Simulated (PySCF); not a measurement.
C₆ coefficients of unlike pairs at TPSSh

Calculated with PySCF 2.14 from the dipole response of each species, C₆(A,B) = (3/π) ∫ α_A(iu) α_B(iu) du, in atomic units, from isotropic polarisabilities. For ions this is the dispersion term alone; charge-induced terms of lower order in 1/R come first.

```tsv
species	configuration	basis	relativity	α (bohr³)	C₆ (like pair)
Ba²⁺	[Xe] (1S)	def2-QZVPPD with the def2 core potential (46 electrons) (7s5p3d2f1g)	core potential	10.37	73.81
Mg²⁺	[Ne] (1S)	aug-cc-pCVQZ-DK (10s9p7d5f3g)	spin-free X2C	0.4921	0.5903
Sc	[Ar] 3d1 4s2 (2D)	dyall-av2z (16s12p7d2f)	none	139.1	1769
Cd²⁺	[Kr] 4d10 (1S)	def2-TZVPPD with the def2 core potential (28 electrons) (6s4p3d2f1g)	core potential	4.402	19.47
```

Q: Estimate C₆ for Mg²⁺ with Ba²⁺.

A: The integral gives 5.470. The combination rule 2 C_A C_B / (C_A α_B/α_A + C_B α_A/α_B) gives 5.466 and the geometric mean 6.601.

No spin-orbit coupling is included.

The other pairs:

| pair | C₆ |
| --- | --- |
| Cd²⁺, Mg²⁺ | 3.222 |
| Sc, Mg²⁺ | 13.88 |
| Sc, Ba²⁺ | 250.3 |
| Cd²⁺, Ba²⁺ | 36.37 |
| Cd²⁺, Sc | 110.8 |
